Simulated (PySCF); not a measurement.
Si(Cl)(F)2(SiH3) (ClF2H3Si2), SMILES F[Si]([SiH3])(F)Cl.

Geometry optimised at PBE-D3(BJ)/def2-SVP.

All values below come from PBE-D3(BJ)/def2-SVP (PySCF).

Frequencies are harmonic and unscaled.

```
mode  ν (cm⁻¹)  IR (km/mol)  Raman (Å⁴/amu)  depolarisation  moving atoms (share of kinetic energy)
----  --------  -----------  --------------  --------------  --------------------------------------
1          101          0.4             1.2            0.70        Cl 36 %, Si 34 %, F 18 %, H 12 %
2          104          0.0             0.0               –                                  H 96 %
3          127          1.1             0.5            0.75                 F 66 %, Si 21 %, H 12 %
4          217          4.9             1.4            0.75                F 57 %, Cl 22 %, Si 18 %
5          252         28.1             3.2            0.57                F 49 %, Si 29 %, Cl 19 %
6          275         18.5             3.6            0.28                 F 65 %, Si 23 %, Cl 9 %
7          425         14.4            11.9            0.08                Si 45 %, F 28 %, Cl 22 %
8          499         23.2            11.2            0.75                         H 75 %, Si 18 %
9          506         10.8             8.6            0.75                         H 82 %, Si 14 %
10         596        187.9             1.3            0.51                Si 67 %, Cl 21 %, H 10 %
11         820        198.1             5.3            0.75                 H 68 %, Si 17 %, F 14 %
12         864         41.0             5.0            0.36                 F 41 %, Si 33 %, H 26 %
13         889          6.9            25.1            0.75                                  H 91 %
14         894         63.3            23.0            0.72                                  H 92 %
15         930        124.2             2.8            0.75                         F 48 %, Si 46 %
16        2170         28.2           251.6            0.01                                  H 99 %
17        2189         57.7           120.0            0.75                                  H 96 %
18        2190         55.8            96.8            0.75                                  H 96 %
```
